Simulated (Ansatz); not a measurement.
## Worked example: C3H6O + C2HCl2Si → C3H5O + C2H2Cl2Si

Species: C3H6O (methoxyethene) `C=COC`, singlet; C2HCl2Si `C#C[Si](Cl)Cl`, doublet; C3H5O `[CH2]OC=C`, doublet; C2H2Cl2Si `C#C[SiH](Cl)Cl`, singlet. A radical takes H: the energy is the difference in strength between the C–H bond broken and the Si–H bond made.

Shapes, held fixed at every level: PBE0-D4/def2-TZVP. Flexible molecules stand in one conformer, not always the lowest. Programs: Ansatz 0.2.0. The zero-point and thermal change to 298 K, harmonic and unscaled (PBE0-D4/def2-TZVP), is -14.1 kJ/mol.

At CCSD(T)/CBS estimate; 1 Eh = 2625.50 kJ/mol:

| species | energy (Eh) |
| --- | --- |
| C3H6O | -192.899865 |
| C2HCl2Si | -1285.334177 |
| C3H5O | -192.228758 |
| C2H2Cl2Si | -1285.990863 |

Work out ΔH(298 K) of the reaction at this level.


1. Products less reactants: (-192.228758) + (-1285.990863) − [(-192.899865) + (-1285.334177)] = 0.014421 Eh = +37.9 kJ/mol.
2. With the thermal change: +37.9 + (-14.1) = +23.8 kJ/mol.

Other levels give +18.5 (BHLYP-D4/def2-TZVPP) to +28.9 kJ/mol (r2SCAN-D4/def2-TZVPP). No measured value is set beside it here. Open shells run unrestricted unless RO is named. The CBS estimate extrapolates MP2 from def2-TZVPP and def2-QZVPP and adds CCSD(T) − MP2 in the triple-zeta set, cores frozen.
